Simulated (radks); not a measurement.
Results of a calculation; reference values are marked as such.
Q: Species: neutral arsenic. Configuration: [Ar] 3d10 4s2 4p3 (the NIST ground configuration). Code: a radial shooting solver on a logarithmic mesh with Libxc functionals. Model: non-relativistic Kohn-Sham, PBE, spin-polarised, spherical densities, point nucleus; open shells are filled with parallel spins first; hard spherical wall at 4 bohr. Some entries of the table are withheld. Estimate them.

| orbital | occ. | eigenvalue (hartree) | <r^2> (bohr^2) |
|---|---|---|---|
| 1s up | 1 | -423.8218 | 0.002881 |
| 1s down | 1 | -423.8162 | 0.002881 |
| 2s up | 1 | -52.93388 | 0.05031 |
| 2s down | 1 | -52.93142 | 0.05031 |
| 2p up | 3 | -47.30989 | 0.03910 |
| 2p down | 3 | -47.30486 | 0.03910 |
| 3s up | 1 | -6.52461 | 0.4281 |
| 3s down | 1 | -6.51740 | 0.4276 |
| 3p up | 3 | -4.62704 | 0.4556 |
| 3p down | 3 | -4.61876 | 0.4545 |
| 3d up | 5 | -1.30482 | 0.5905 |
| 3d down | 5 | -1.29216 | 0.5773 |
| 4s up | 1 | -0.37670 | 3.886 |
| 4s down | 1 | -0.27261 | 3.845 |
| 4p up | 3 | (1) | 4.659 |
| 4p down | 0 | (2) | 4.662 |
| 4d up | 0 | (3) | 5.945 |
| 4d down | 0 | (4) | 6.025 |
| 5s up | 0 | 0.95563 | 6.574 |
| 5s down | 0 | 1.02530 | 6.630 |
| 5p up | 0 | 1.28498 | 6.384 |
| 5p down | 0 | 1.35402 | 6.389 |

A: 
(1) 4p up eigenvalue (hartree): -0.01338
(2) 4p down eigenvalue (hartree): 0.09556
(3) 4d up eigenvalue (hartree): 0.55075
(4) 4d down eigenvalue (hartree): 0.65657
